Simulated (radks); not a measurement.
Question: Successive ionisation energies (eV) of one element, from differences of total energies of ions in their ground configurations, starting at charge 0: 5.327, 9.414, 36.922, 48.391, 60.361, 72.755, 85.486, 98.421. Calculated with a radial shooting solver on a logarithmic mesh with Libxc functionals: scalar-relativistic Kohn-Sham, r2SCAN, spin-unpolarised, spherical densities, finite nucleus; meta-GGA in the generalised Kohn-Sham scheme; Fermi nuclear charge, rms radius 4.8378 fm. Which element is it?

Answer: Barium (Z = 56). The first species listed is Ba in [Xe] 6s2, the last Ba7+ in [Kr] 4d10 5s2 5p1.
